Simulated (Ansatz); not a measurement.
`[CH3][Al]([CH3])[BH][SiH3]`. Charge 0, multiplicity 1. Geometry: relaxed with PBE0-D4/def2-TZVP. It is one conformer, not always the lowest.

```xyz
15

C    -0.971   -1.473   -1.675
Al   -0.612    0.062   -0.506
C    -2.108    0.923    0.427
B     1.375    0.725   -0.204
Si    2.515    0.152    1.343
H    -1.703   -2.150   -1.223
H    -0.083   -2.055   -1.930
H    -1.411   -1.124   -2.617
H    -1.902    1.953    0.727
H    -3.019    0.918   -0.179
H    -2.336    0.363    1.343
H     1.887    1.543   -0.921
H     2.126   -1.154    1.949
H     3.983    0.113    1.088
H     2.260    1.203    2.379
```

(1) What is the dipole moment at ωB97M-V/def2-TZVPP? (Best estimate.)

(2) And with PBE, r2SCAN, B3LYP? (Best estimate.)

(3) Give the Mulliken charges with ωB97M-V, r2SCAN, PBE in def2-TZVPP. (Best estimate.)

Answers

(1) Ansatz gave: 1.00 D, with components (-0.71, 0.02, -0.71) D in this frame, pointing from negative to positive charge.

(2) Computed: PBE 1.07 D, r2SCAN 1.05 D, B3LYP 1.00 D.

(3) Computed: 
```csv
atom,ωB97M-V,r2SCAN,PBE
C1,-0.51,-0.38,-0.43
Al2,0.47,0.50,0.36
C3,-0.51,-0.38,-0.43
B4,-0.12,-0.08,-0.01
Si5,0.04,0.17,0.06
H6,0.11,0.06,0.10
H7,0.10,0.06,0.09
H8,0.10,0.06,0.09
H9,0.11,0.06,0.10
H10,0.11,0.06,0.10
H11,0.11,0.06,0.09
H12,0.11,0.02,0.05
H13,-0.04,-0.09,-0.06
H14,-0.03,-0.08,-0.05
H15,-0.03,-0.07,-0.05
```

B3LYP here is the variant with VWN-RPA as its local correlation; programs differ in this.
